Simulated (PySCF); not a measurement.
C6H13N.
Numbering: `[CH2:1]=[N:2][C@H:3]([CH3:4])[CH2:5][CH2:6][CH3:7]` (hydrogens: H8, H9 on C1; H10 on C3; H11, H12, H13 on C4; H14, H15 on C5; H16, H17 on C6; H18, H19, H20 on C7)

The same species was optimised twice, with GFN2-xTB and with PBE0-D3(BJ)/def2-SVP (PySCF), and the same property calculations (PySCF, gas phase) were run on both structures.

```tsv
coordinate	GFN2-xTB	PBE0-D3(BJ)/def2-SVP	change
C1=N2 (Å)	1.248	1.261	+0.013
N2–C3 (Å)	1.436	1.447	+0.011
C3–C4 (Å)	1.530	1.523	-0.007
C3–C5 (Å)	1.534	1.528	-0.006
C5–C6 (Å)	1.527	1.521	-0.006
C6–C7 (Å)	1.523	1.520	-0.003
C1–N2–C3 (°)	120.7	118.8	-1.9
C3–C5–C6 (°)	112.4	114.3	+1.9
C5–C6–C7 (°)	111.7	113.1	+1.4
N2–C3–C4 (°)	107.7	108.5	+0.8
N2–C3–C5 (°)	108.4	109.3	+0.9
C4–C3–C5 (°)	110.7	111.5	+0.8
C1–N2–C3–C4 (°)	-119	-115	+4
N2–C3–C5–C6 (°)	-68	-62	+6
C3–C5–C6–C7 (°)	-179	-179	0
```

Rotational constants: A = 3917, B = 1566, C = 1203 MHz (GFN2-xTB) against A = 3926, B = 1545, C = 1190 MHz (PBE0-D3(BJ)/def2-SVP). Point groups within 0.08 Å: C1 and C1. Atoms that the bonding makes alike are paired by their places after alignment.

On the GFN2-xTB structure: HOMO (eV) -7.18 [PBE0/pcSseg-1]; LUMO (eV) -0.10 [PBE0/pcSseg-1]; dipole (D) 1.32 [PBE0/pcSseg-1]; GIAO shielding of C1 (ppm) 33.5 [PBE0/pcSseg-1]; GIAO shielding of N2 (ppm) -159.3 [PBE0/pcSseg-1]; GIAO shielding of C3 (ppm) 113.3 [PBE0/pcSseg-1]; GIAO shielding of C4 (ppm) 159.7 [PBE0/pcSseg-1]; GIAO shielding of C5 (ppm) 143.0 [PBE0/pcSseg-1]; GIAO shielding of C6 (ppm) 161.7 [PBE0/pcSseg-1]; GIAO shielding of C7 (ppm) 170.3 [PBE0/pcSseg-1].

Q: What do these properties become on the PBE0-D3(BJ)/def2-SVP structure?

A: 
| property | level | on GFN2-xTB | on PBE0-D3(BJ)/def2-SVP | change |
| --- | --- | --- | --- | --- |
| HOMO (eV) | PBE0/pcSseg-1 | -7.18 | -7.27 | -0.09 |
| LUMO (eV) | PBE0/pcSseg-1 | -0.10 | -0.21 | -0.11 |
| dipole (D) | PBE0/pcSseg-1 | 1.32 | 1.36 | +0.04 |
| energy, GFN2-xTB geometry as zero (kcal/mol) | PBE0/pcSseg-1 | 0.0 | -0.9 | -0.9 |
| GIAO shielding of C1 (ppm) | PBE0/pcSseg-1 | 33.5 | 28.6 | -4.9 |
| GIAO shielding of N2 (ppm) | PBE0/pcSseg-1 | -159.3 | -165.4 | -6.1 |
| GIAO shielding of C3 (ppm) | PBE0/pcSseg-1 | 113.3 | 110.9 | -2.4 |
| GIAO shielding of C4 (ppm) | PBE0/pcSseg-1 | 159.7 | 158.1 | -1.6 |
| GIAO shielding of C5 (ppm) | PBE0/pcSseg-1 | 143.0 | 142.3 | -0.7 |
| GIAO shielding of C6 (ppm) | PBE0/pcSseg-1 | 161.7 | 160.7 | -1.0 |
| GIAO shielding of C7 (ppm) | PBE0/pcSseg-1 | 170.3 | 168.1 | -2.2 |

The heavy atoms differ by 0.033 Å rms after alignment. Among bonds between heavy atoms C1=N2 changes most (+0.013 Å). Changes are differences of the printed values. Neither structure is proved a minimum here.

Shape of the structure used: `[CH2:1]=[N:2][C@H:3]([CH3:4])[CH2:5][CH2:6][CH3:7]`: C1–N2–C3–C4 -115°, N2–C3–C5–C6 -62°, C3–C5–C6–C7 -179°.
